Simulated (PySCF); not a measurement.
IIn, singlet, at a GFN2-xTB geometry (such geometries of metal compounds can be far from the true shape) (all electrons, no relativity); R2SCAN/STO-3G (PySCF).

Input for PySCF:
```python
from pyscf import gto, scf, dft

mol = gto.Mole()
mol.atom = '''
    In   -0.000000   -0.000000   -1.449296
    I     0.000000    0.000000    1.339916
'''
mol.basis = 'sto-3g'
mol.charge = 0
mol.spin = 0
mol.verbose = 4
mol.build()

mf = dft.RKS(mol)
mf.xc = 'r2scan'
mf.grids.atom_grid = (99, 590)
mf.grids.prune = None
mf.kernel()
```

What the program printed (banner, timings and long lists left out):

```
PySCF version 2.14.0

[INPUT] verbose = 4
[INPUT] num. atoms = 2
[INPUT] num. electrons = 102
[INPUT] charge = 0
[INPUT] spin (= nelec alpha-beta = 2S) = 0
[INPUT] symmetry False subgroup None
[INPUT] Mole.unit = angstrom
[INPUT] Symbol           X                Y                Z      unit          X                Y                Z       unit  Magmom
[INPUT]  1 In     0.000000000000   0.000000000000  -1.449296000000 AA    0.000000000000   0.000000000000  -2.738772513428 Bohr   0.0
[INPUT]  2 I      0.000000000000   0.000000000000   1.339916000000 AA    0.000000000000   0.000000000000   2.532074269923 Bohr   0.0

nuclear repulsion = 492.710205161616
number of shells = 22
number of NR pGTOs = 162
number of NR cGTOs = 54
basis = sto-3g
ecp = {}

******** <class 'pyscf.dft.rks.RKS'> ********
method = RKS
initial guess = minao
damping factor = 0
level_shift factor = 0
DIIS = <class 'pyscf.scf.diis.CDIIS'>
diis_start_cycle = 1
diis_space = 8
diis_damp = 0
SCF conv_tol = 1e-09
SCF conv_tol_grad = None
SCF max_cycles = 50
direct_scf = True
direct_scf_tol = 1e-13
XC library pyscf.dft.libxc version 7.1.2
    S. Lehtola, C. Steigemann, M. J. T. Oliveira, and M. A. L. Marques,  SoftwareX 7, 1–5 (2018)
XC functionals = r2scan
    J. W. Furness, A. D. Kaplan, J. Ning, J. P. Perdew, and J. Sun,  J. Phys. Chem. Lett. 11, 8208–8215 (2020)
    J. W. Furness, A. D. Kaplan, J. Ning, J. P. Perdew, and J. Sun,  J. Phys. Chem. Lett. 11, 9248–9248 (2020)
    J. W. Furness, A. D. Kaplan, J. Ning, J. P. Perdew, and J. Sun,  J. Phys. Chem. Lett. 11, 8208–8215 (2020)
    J. W. Furness, A. D. Kaplan, J. Ning, J. P. Perdew, and J. Sun,  J. Phys. Chem. Lett. 11, 9248–9248 (2020)
radial grids:
    Treutler-Ahlrichs [JCP 102, 346 (1995); DOI:10.1063/1.469408] (M4) radial grids

becke partition: Becke, JCP 88, 2547 (1988); DOI:10.1063/1.454033
pruning grids: None
grids dens level: 3
symmetrized grids: False
atomic radii adjust function: <function treutler_atomic_radii_adjust>
User specified grid scheme (99, 590)
small_rho_cutoff = 0
Set gradient conv threshold to 3.16228e-05
Initial guess from minao.
tot grids = 116824
init E= -12501.5827059626
  HOMO = -0.659955943288606  LUMO = -0.505361406755218  gap/eV = 4.20673
cycle= 1 E= -12538.0268283465  delta_E= -36.4  |g|= 0.305  |ddm|= 1.64
  HOMO = -0.0658740930284168  LUMO = 0.0194400547540525  gap/eV = 2.32152
cycle= 2 E= -12537.8817142852  delta_E= 0.145  |g|= 0.579  |ddm|= 2.29
  HOMO = -0.0719956955776153  LUMO = 0.0509076956792032  gap/eV = 3.34437
cycle= 3 E= -12538.07936604  delta_E= -0.198  |g|= 0.0393  |ddm|= 1.58
  HOMO = -0.0882791149669747  LUMO = 0.0379020024081362  gap/eV = 3.43356
cycle= 4 E= -12538.0807018678  delta_E= -0.00134  |g|= 0.00773  |ddm|= 0.187
  HOMO = -0.0871957165620047  LUMO = 0.0396824156868201  gap/eV = 3.45253
cycle= 5 E= -12538.0807589619  delta_E= -5.71e-05  |g|= 0.000211  |ddm|= 0.0311
  HOMO = -0.0871582409108084  LUMO = 0.0396836422344246  gap/eV = 3.45154
cycle= 6 E= -12538.0807589999  delta_E= -3.8e-08  |g|= 3.94e-05  |ddm|= 0.00107
  HOMO = -0.087164983511664  LUMO = 0.0396789891866455  gap/eV = 3.45160
cycle= 7 E= -12538.0807590013  delta_E= -1.35e-09  |g|= 8.94e-07  |ddm|= 0.000158
  HOMO = -0.0871649393854265  LUMO = 0.0396789511871237  gap/eV = 3.45160
cycle= 8 E= -12538.0807590013  delta_E= -7.28e-12  |g|= 3.39e-08  |ddm|= 4.83e-06
  HOMO = -0.0871649543407211  LUMO = 0.0396789377828051  gap/eV = 3.45160
Extra cycle  E= -12538.0807590013  delta_E= -1.09e-11  |g|= 4.16e-08  |ddm|= 2.77e-07
converged SCF energy = -12538.0807590013
```
